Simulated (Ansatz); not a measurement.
A first, cheap relaxation of `CC#[N+][B-](C)(C)F`.

```yaml
crystal:
  periodic: [false, false, false]
  atoms:
    - {symbol: C, position_ang: [1.769300, 0.434400, 2.557800]}
    - {symbol: C, position_ang: [0.964500, 0.393000, 1.293800]}
    - {symbol: N, position_ang: [0.339800, 0.331100, 0.290700]}
    - {symbol: B, position_ang: [-0.319400, 0.254700, -0.972100]}
    - {symbol: C, position_ang: [0.060900, -1.072700, -1.796500]}
    - {symbol: C, position_ang: [-1.964800, 0.201900, -0.646600]}
    - {symbol: F, position_ang: [-0.087200, 1.426600, -1.768900]}
    - {symbol: H, position_ang: [1.054400, 0.487400, 3.395900]}
    - {symbol: H, position_ang: [2.411500, -0.371600, 2.665000]}
    - {symbol: H, position_ang: [2.311900, 1.420700, 2.584700]}
    - {symbol: H, position_ang: [-0.509900, -1.129800, -2.715000]}
    - {symbol: H, position_ang: [-0.123700, -1.968700, -1.160300]}
    - {symbol: H, position_ang: [1.096400, -0.985600, -2.016500]}
    - {symbol: H, position_ang: [-2.569600, 0.145900, -1.573500]}
    - {symbol: H, position_ang: [-2.268000, 1.082900, -0.085400]}
    - {symbol: H, position_ang: [-2.189000, -0.672800, -0.008800]}
basis:
  gaussian: {orbitals: def2-SVP}
hamiltonian: {xc: pbe, dispersion: d4}
relax: {f_tol: 0.03, max_steps: 200}
```

```sh
$ ansatz run in.yaml --threads 8 --pin off --events-out ev --progress --plain --max-ram 18278MiB
```

Output, abridged:

```
Functional definition: PBE
mean field -9160.64938791 eV, -336.6476556946 hartree, gradient 4.8e-5 eV, S^2 0.000000; 0 other end points of the search recorded, 0 dependent functions left out
relax step   1: F+E_penalty+E_count = -9160.95673460 eV  Δ(F+E_penalty+E_count) = +0.000e0 eV  max|allowed force component| = 3.642e0 eV/Å  Δτ_max = 0.0000 Å  (33 SCF iters, accepted)
mean field -9161.16181082 eV, -336.6664868891 hartree, gradient 1.3e-5 eV, S^2 0.000000; 0 other end points of the search recorded, 0 dependent functions left out
relax step   2: F+E_penalty+E_count = -9161.46795466 eV  Δ(F+E_penalty+E_count) = -5.112e-1 eV  max|allowed force component| = 1.690e0 eV/Å  Δτ_max = 0.1195 Å  (31 SCF iters, accepted)
mean field -9161.25591017 eV, -336.6699449765 hartree, gradient 1.3e-5 eV, S^2 0.000000; 0 other end points of the search recorded, 0 dependent functions left out
relax step   3: F+E_penalty+E_count = -9161.55350727 eV  Δ(F+E_penalty+E_count) = -8.555e-2 eV  max|allowed force component| = 2.867e0 eV/Å  Δτ_max = 0.1838 Å  (37 SCF iters, accepted)
mean field -9161.32006389 eV, -336.6723025822 hartree, gradient 8.7e-6 eV, S^2 0.000000; 0 other end points of the search recorded, 0 dependent functions left out
relax step   4: F+E_penalty+E_count = -9161.61952544 eV  Δ(F+E_penalty+E_count) = -6.602e-2 eV  max|allowed force component| = 1.418e0 eV/Å  Δτ_max = 0.1467 Å  (31 SCF iters, accepted)
mean field -9161.35069699 eV, -336.6734283278 hartree, gradient 1.5e-5 eV, S^2 0.000000; 0 other end points of the search recorded, 0 dependent functions left out
relax step   5: F+E_penalty+E_count = -9161.65134359 eV  Δ(F+E_penalty+E_count) = -3.182e-2 eV  max|allowed force component| = 7.718e-2 eV/Å  Δτ_max = 0.0643 Å  (31 SCF iters, accepted)
mean field -9161.35453988 eV, -336.6735695514 hartree, gradient 1.2e-5 eV, S^2 0.000000; 0 other end points of the search recorded, 0 dependent functions left out
relax step   6: F+E_penalty+E_count = -9161.65523924 eV  Δ(F+E_penalty+E_count) = -3.896e-3 eV  max|allowed force component| = 7.049e-2 eV/Å  Δτ_max = 0.0686 Å  (30 SCF iters, accepted)
mean field -9161.35534623 eV, -336.6735991841 hartree, gradient 1.4e-5 eV, S^2 0.000000; 0 other end points of the search recorded, 0 dependent functions left out
relax step   7: F+E_penalty+E_count = -9161.65621032 eV  Δ(F+E_penalty+E_count) = -9.711e-4 eV  max|allowed force component| = 2.042e-2 eV/Å  Δτ_max = 0.0233 Å  (31 SCF iters, accepted)
mean field -9161.35534623 eV, -336.6735991841 hartree, gradient 1.4e-5 eV, S^2 0.000000; 1 other end points of the search recorded, 0 dependent functions left out
Total energy: -9161.65625231 eV, -336.6846572786 hartree
Atom 0 at     1.755299     0.483696     2.567821 Å, force     0.010811     0.015554    -0.005963 eV/Å
Atom 1 at     0.991015     0.384426     1.339793 Å, force    -0.020424    -0.011378    -0.016448 eV/Å
Atom 2 at     0.383492     0.314608     0.349784 Å, force     0.010433     0.004493     0.012120 eV/Å
Atom 3 at    -0.455137     0.241318    -1.066018 Å, force     0.003871    -0.000512     0.005668 eV/Å
Atom 4 at     0.094589    -1.093123    -1.800767 Å, force     0.000579    -0.000358    -0.005086 eV/Å
Atom 5 at    -2.013753     0.231159    -0.627411 Å, force    -0.002897     0.001962    -0.001850 eV/Å
Atom 6 at    -0.067299     1.433545    -1.714724 Å, force     0.001680     0.005227    -0.002123 eV/Å
Atom 7 at     1.083187     0.441930     3.447933 Å, force    -0.008061    -0.001515    -0.004844 eV/Å
Atom 8 at     2.489101    -0.344177     2.634298 Å, force    -0.001244    -0.002181    -0.002183 eV/Å
Atom 9 at     2.302342     1.447600     2.582116 Å, force     0.009666    -0.001682     0.018500 eV/Å
Atom 10 at    -0.430747    -1.189360    -2.775015 Å, force    -0.003571    -0.005145    -0.000023 eV/Å
Atom 11 at    -0.100162    -2.027613    -1.233221 Å, force    -0.000346     0.001921     0.000127 eV/Å
Atom 12 at     1.182206    -1.042097    -2.020574 Å, force     0.002298    -0.003036    -0.001076 eV/Å
Atom 13 at    -2.629553     0.192627    -1.551417 Å, force    -0.002660    -0.005331     0.000824 eV/Å
Atom 14 at    -2.308558     1.150154    -0.077598 Å, force    -0.002830     0.001081     0.002892 eV/Å
Atom 15 at    -2.298921    -0.647292    -0.010700 Å, force     0.002695     0.000898    -0.000534 eV/Å
Dipole moment:     0.712138    -0.114031     1.387027 e Å
```

It took 8.5 s on 8 threads of an Arm Neoverse V1 on a shared host, with 0.21 GiB of host memory at the peak.
